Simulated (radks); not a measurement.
Q: Species: the tungsten ion W3+. Configuration: [Xe] 4f14 5d1.5 6s1.5 (fractional occupations, a model configuration). Method: scalar-relativistic Kohn-Sham, r2SCAN, spin-unpolarised, spherical densities, finite nucleus; meta-GGA in the generalised Kohn-Sham scheme; Fermi nuclear charge, rms radius 5.3658 fm; computed with a radial shooting solver on a logarithmic mesh with Libxc functionals. Some entries of the table are withheld. Estimate them.

| orbital | occ. | eigenvalue (eV) | r(max) (bohr) | <r> (bohr) |
|---|---|---|---|---|
| 1s | 2 | -69597.66 | 0.01146 | 0.01835 |
| 2s | 2 | -12067.54 | (1) | 0.07756 |
| 2p | 6 | -10556.17 | (2) | 0.06944 |
| 3s | 2 | -2815.980 | 0.1851 | 0.2008 |
| 3p | 6 | -2366.260 | 0.1832 | 0.2012 |
| 3d | 10 | -1847.941 | 0.1495 | 0.1824 |
| 4s | 2 | (3) | 0.4207 | 0.4496 |
| 4p | 6 | -466.0990 | 0.4411 | 0.4778 |
| 4d | 10 | -277.2931 | 0.4524 | 0.5114 |
| 5s | 2 | -115.2011 | 0.9614 | 1.060 |
| 5p | 6 | -77.9867 | 1.083 | (4) |
| 4f | 14 | -68.3817 | 0.4299 | 0.6041 |
| 5d | 1.5 | -34.7025 | 1.391 | 1.688 |
| 6s | 1.5 | -30.4172 | 2.344 | 2.550 |

A: 
(1) 2s r(max) (bohr): 0.06565
(2) 2p r(max) (bohr): 0.05388
(3) 4s eigenvalue (eV): -614.2525
(4) 5p <r> (bohr): 1.222
